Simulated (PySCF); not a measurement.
**Orbital picture of HfO⁺**

PBE0 at R = 1.692 Å; Hf def2-TZVPPD with ECP60, O def2-TZVPPD; scalar-relativistic core potentials (PySCF 2.14). State: ²Σ⁺ (doublet), unpaired electrons σ ↑. Only the outer orbitals are listed, counted within each symmetry, core potentials removing the inner ones.

```
spin  orbital  occ.  ε (eV)  on Hf (%)           main shells (%)
   α       3σ     1  -44.95         90                   90 Hf p
   α       1π     1  -44.36        100                  100 Hf p
   α       1π     1  -44.36        100                  100 Hf p
   α       4σ     1  -30.30         22            78 O s, 9 Hf p
   α       2π     1  -15.82         28           72 O p, 25 Hf d
   α       2π     1  -15.82         28           72 O p, 25 Hf d
   α       5σ     1  -15.68         24   66 O p, 23 Hf d, 10 O s
   α       6σ     1  -12.25        101          88 Hf s, 12 Hf d
   α       1δ     0   -9.26        100                  100 Hf d
   α       1δ     0   -9.26        100                  100 Hf d
   α       3π     0   -7.59         87  51 Hf d, 36 Hf p, 13 O p
   β       3σ     1  -44.66         90                   90 Hf p
   β       1π     1  -44.07        100                  100 Hf p
   β       1π     1  -44.07        100                  100 Hf p
   β       4σ     1  -30.38         21           79 O s, 10 Hf p
   β       2π     1  -15.87         25           75 O p, 22 Hf d
   β       2π     1  -15.87         25           75 O p, 22 Hf d
   β       5σ     1  -15.68         23   68 O p, 21 Hf d, 10 O s
   β       6σ     0   -9.40        103          92 Hf s, 11 Hf d
   β       1δ     0   -8.43        100                  100 Hf d
   β       1δ     0   -8.43        100                  100 Hf d
```

Task: Which are the highest filled and the lowest empty level, where do they sit, and how wide is the gap?

Result: Highest filled α 6σ at -12.25 eV (in %: 88 Hf s, 12 Hf d); lowest empty β 6σ at -9.40 eV (in %: 92 Hf s, 11 Hf d); the gap at PBE0 is 2.85 eV.

- bond order (Mayer): 2.51
- ⟨S²⟩: 0.753
- charge on Hf (Mulliken, basis-dependent): 1.26
- charge on Hf (Löwdin, basis-dependent): 1.33
- dipole moment (positive dipole points towards O; it is taken about the centre of mass and depends on that origin): -4.54 D
- polarisability along the bond: 46.3 bohr³
- polarisability across the bond: 51.1 bohr³

Shares are Mulliken populations and can fall outside 0 to 100 %.

Spin–orbit coupling is left out. With d or f electrons several states lie close, and the lowest PBE0 determinant need not be the measured ground state.
